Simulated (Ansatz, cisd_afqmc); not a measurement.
Species: HSeO, charge 0, doublet. HSeO (SMILES O[Se], doublet).
B3LYP-D3(BJ)/def2-TZVP minimum from Ansatz (an electronic-structure program):
```xyz
3

Se     0.3197    -0.0282     0.2082
O     -1.2156     0.0268    -0.7149
H     -1.1463     0.7428    -1.3610
```
Charge 0, spin multiplicity 2.

Atomisation energy term by term, kcal/mol (programs: Ansatz, cisd_afqmc). Open shells are spin-unrestricted; no spin-orbit coupling. Correlated methods leave the cores frozen (noble-gas shells, and filled d and f shells in the p block). No relativity. The Monte Carlo rows (phaseless AFQMC, CISD trial, step 0.005/hartree) carry one-sigma bars that omit the constraint's bias. Outlying blocks are dropped, and bars are widened where a walk drifts. Over all cases where full CI ran beside it in this data, AFQMC minus full CI had a median of +0.1 mEh and passed +0.4 mEh in a tenth of the cases. CBS(X,Y): correlation extrapolated as X^-3, Hartree-Fock from the larger set (Q,5: extrapolated as (X+1)exp(-9√X)). A bracket is a step between two methods taken in the basis named. For partners of very few electrons the exact lower level stands in for a higher one.

```json
[
 {"term": "Hartree-Fock", "basis": "CBS(cc-pVQZ,cc-pV5Z)", "kcal/mol": "92.65"},
 {"term": "CCSD correlation", "basis": "CBS(cc-pVQZ,cc-pV5Z)", "kcal/mol": "78.41"},
 {"term": "(T)", "basis": "CBS(cc-pVQZ,cc-pV5Z)", "kcal/mol": "6.80"},
 {"term": "CCSDT(Q) - CCSD(T)", "basis": "cc-pVTZ", "kcal/mol": "0.43"},
 {"term": "CCSDTQ - CCSDT(Q)", "basis": "cc-pVDZ", "kcal/mol": "-0.11"},
 {"term": "sum: De", "basis": "", "kcal/mol": "178.2"}
]
```

The step beyond CCSD(T) by other levels: CCSDTQ in cc-pVDZ 0.67; AFQMC/CISD in cc-pVDZ 0.41 ± 0.31; CCSDT(Q) in cc-pVDZ 0.78 kcal/mol.
